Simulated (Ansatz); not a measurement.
C3H9Al, triplet, geometry from GFN2-xTB (such geometries of metal compounds can be far from the true shape) (a higher spin typed on purpose: for a closed-shell molecule this is an excited state); CAM-B3LYP/6-31G* (Ansatz, a quantum-chemistry and plane-wave program).

Ansatz was given this input:
Ansatz 0.2 input:
```yaml
crystal:
  periodic: [false, false, false]
  atoms:
    - {symbol: Al, position_ang: [-0.51222004, 0.44292878, 0.78231096]}
    - {symbol: C, position_ang: [-1.29817757, -1.28267702, -0.10714668]}
    - {symbol: H, position_ang: [-0.65593492, -1.64380573, -0.90920286]}
    - {symbol: H, position_ang: [-2.28266172, -1.05196373, -0.50960577]}
    - {symbol: H, position_ang: [-1.39531838, -2.05560046, 0.65282062]}
    - {symbol: C, position_ang: [-0.15678134, 1.57104174, -0.94674049]}
    - {symbol: H, position_ang: [0.40296747, 0.99917888, -1.68550361]}
    - {symbol: H, position_ang: [0.40878133, 2.45991912, -0.67406098]}
    - {symbol: H, position_ang: [-1.11258708, 1.87174080, -1.37127352]}
    - {symbol: C, position_ang: [1.44013432, -0.22624452, 1.13963741]}
    - {symbol: H, position_ang: [2.04836682, 0.61996748, 1.45337021]}
    - {symbol: H, position_ang: [1.87613720, -0.67324108, 0.24727350]}
    - {symbol: H, position_ang: [1.41663962, -0.96494531, 1.93851324]}
basis:
  gaussian:
    orbitals: 6-31G*
hamiltonian:
  xc: cam_b3lyp
magnetization: {spin_polarized: true, initial_magnetization: 2}
accuracy: high
```

What the program printed (banner, timings and long lists left out):

```
Functional definition: CAM-B3LYP
2004 factors; integrals over basis functions are off by at most 3.5e-9 eV
474 factors; integrals over basis functions are off by at most 2.3e-9 eV
mean field evaluation 1: about -9841.9172 eV, gradient 3.7e1 eV
mean field evaluation 2: about -9843.1320 eV, gradient 3.3e1 eV
mean field evaluation 4: about -9848.5522 eV, gradient 1.4e0 eV
mean field evaluation 8: about -9848.7170 eV, gradient 8.3e-2 eV
mean field evaluation 16: about -9848.7171 eV, gradient 4.2e-3 eV
mean field evaluation 32: about -9848.3575 eV, gradient 7.1e0 eV
mean field -9848.71724280 eV, -361.9336829725 hartree, gradient 2.5e-8 eV, S^2 2.008766; 2 other end points of the search recorded, 0 dependent functions left out
reference -9848.71726352 eV, -361.9336837341 hartree; 21, 19 occupied and 61, 63 virtual orbitals, 2004 factors
Total energy: -9848.71726352 eV, -361.9336837341 hartree
```
